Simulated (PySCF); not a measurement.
## How the method changes the constants of ZnSb⁺

State: ³Σ⁻ (triplet), unpaired electrons π ↑↑. Set-up: PySCF, scalar-relativistic core potentials, basis sets Zn def2-SVP, Sb def2-SVP with ECP28. De refers to Zn + Sb⁺ in their high-spin ground configurations, without counterpoise correction. The functionals are run spin-unrestricted. A positive dipole points towards Sb; it is taken about the centre of mass and depends on that origin.

| Level | Re (Å) | ωe (cm⁻¹) | De (eV) | μ (D) |
| --- | --- | --- | --- | --- |
| ROHF | 2.702 | 173 | 1.84 | -5.43 |
| ROHF-MP2 | 2.632 | 191 | 2.29 | n/a |
| ROHF-SCS-MP2 | 2.660 | 182 | 2.12 | n/a |
| PBE | 2.615 | 182 | 2.52 | -3.73 |
| PW91 | 2.611 | 183 | 2.54 | -3.72 |
| r²SCAN | 2.579 | 194 | 2.68 | -4.25 |
| r²SCANh | 2.584 | 193 | 2.64 | -4.38 |
| PBE0 | 2.615 | 185 | 2.49 | -4.24 |
| M06-2X | 2.701 | 167 | 2.04 | -3.73 |
| LC-ωPBE | 2.575 | 196 | 2.42 | -4.81 |

The bond length runs from 2.575 Å (LC-ωPBE) to 2.702 Å (ROHF). De spans 1.84 eV (ROHF, mean field) to 2.68 eV (r²SCAN, meta-GGA).

Correlated steps freeze 9 core orbitals. Correlated levels converge slowly with the basis: in double zeta they bind strong bonds too weakly, by up to about 1 eV, and carry superposition errors of some tenths. These are scalar-relativistic numbers at best; spin–orbit coupling would shift them, the dissociation energy most. For an ion De counts to the pair picked by the measured ionisation energies or electron affinities, which need not be the lowest pair at this level. UHF is strongly spin-contaminated for ZnSb⁺, so the ROHF reference used there is far from stable. The state was picked by a PBE0 search and need not be the measured ground state.

The whole job (state search and all levels along the bond) took about 3.4 min on 1 thread of Oxide Virtual Turin-like (shared host), peak memory 0.82 GiB.
